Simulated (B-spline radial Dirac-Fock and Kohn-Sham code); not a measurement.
What relativity does to the binding energies of V⁵⁺

System: vanadium as V⁵⁺, [Ne] 3s2 3p6.

Both columns are ΔSCF binding energies of the configuration average from a B-spline atomic structure program: non-relativistic Hartree-Fock with a point nucleus, and Dirac-Fock with a finite nucleus and the Coulomb interaction alone, averaged over the two j levels with weights 2j+1.

| shell | Hartree-Fock (eV) | Dirac-Fock (eV) | shift (eV) | shift (%) |
| --- | --- | --- | --- | --- |
| 1s | 5533.5 | 5572.3 | +38.76 | +0.70 |
| 2s | 724.3 | 731.9 | +7.58 | +1.05 |
| 2p | 618.0 | 618.9 | +0.90 | +0.15 |
| 3s | 160.5 | 161.8 | +1.22 | +0.76 |
| 3p | 127.2 | 127.3 | +0.13 | +0.11 |

Relativity binds 1s, 2s, 2p, 3s, 3p more strongly, among those listed most of all 2s in relative terms.

Values without a named source are computed, but for edge energies of neutral atoms, which are taken from tables.
